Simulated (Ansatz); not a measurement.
## Ligand exchange: C2H6 + GaH2I → C2H5I + GaH3

Gas-phase species: C2H6 (ethane) `CC`, singlet; GaH2I `[GaH2][I]`, singlet; C2H5I (iodoethane) `CCI`, singlet; GaH3 `[GaH3]`, singlet. The partners trade H for I: C–H and Ga–I bonds give way to C–I and Ga–H.

Shapes, held fixed at every level: PBE0-D4/def2-TZVP. Programs: Ansatz 0.2.0. The zero-point and thermal change to 298 K, harmonic and unscaled (PBE0-D4/def2-TZVP), is -11.1 kJ/mol.

```tsv
level	kind	ΔH(298 K) (kJ/mol)	less CCSD(T)/def2-TZVPP
HF/def2-TZVPP	Hartree–Fock	+191.7	+19.7
SPW92/def2-TZVPP	LDA	+170.0	-2.0
B3LYP-D4/def2-TZVPP	global hybrid	+173.9	+1.9
wB97M-V/def2-TZVPP	range-separated hybrid	+173.8	+1.8
B2PLYP/def2-TZVPP	double hybrid	+177.0	+5.0
MP2/def2-SVP	perturbation theory	+187.3	+15.3
CCSD/def2-TZVPP	coupled cluster or CI	+174.9	+2.9
CCSD(T)/def2-TZVPP	coupled cluster or CI	+172.0	0.0
```

The highest level, CCSD(T)/def2-TZVPP, gives ΔH(298 K) = +172.0 kJ/mol; the levels span +170.0 to +191.7. The column of differences is taken from that level and isn't an error. No measured value is set beside it here. For atoms past krypton def2 sets carry core potentials with scalar relativity. Relativity is left out for Ga. Outer-core shells of Ga, I are correlated, in sets that cover them unevenly.
